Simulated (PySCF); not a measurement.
## CsC⁻: one state, many levels of theory

State: triplet, unpaired electrons π ↑↑. Set-up: basis Cs def2-SVPD with ECP46, C def2-SVPD; scalar-relativistic core potentials; PySCF 2.14. De refers to Cs + C⁻ in their high-spin ground configurations, without counterpoise correction. The functionals are run spin-unrestricted. A positive dipole points towards C; it is taken about the centre of mass and depends on that origin. Levels whose curve was spin-contaminated or gave no clean fit are not listed.

```tsv
Level	Re (Å)	ωe (cm⁻¹)	De (eV)	μ (D)
ROHF-MP2	3.047	206	n/a	n/a
ROHF-SCS-MP2	3.071	197	n/a	n/a
ROHF-CCSD	2.997	261	n/a	n/a
ROHF-CCSD(T)	2.989	262	n/a	n/a
```

The bond length runs from 2.989 Å (ROHF-CCSD(T)) to 3.071 Å (ROHF-SCS-MP2).

Correlated steps freeze 1 core orbital. These are scalar-relativistic numbers at best; spin–orbit coupling would shift them, the dissociation energy most. The CCSD T1 diagnostic is raised, a sign that a single reference may not be enough here. The state was picked by a PBE0 search and need not be the measured ground state.

The whole job (state search and all levels along the bond) took about 2.4 min on 1 thread of Oxide Virtual Turin-like (shared host), peak memory 0.59 GiB.
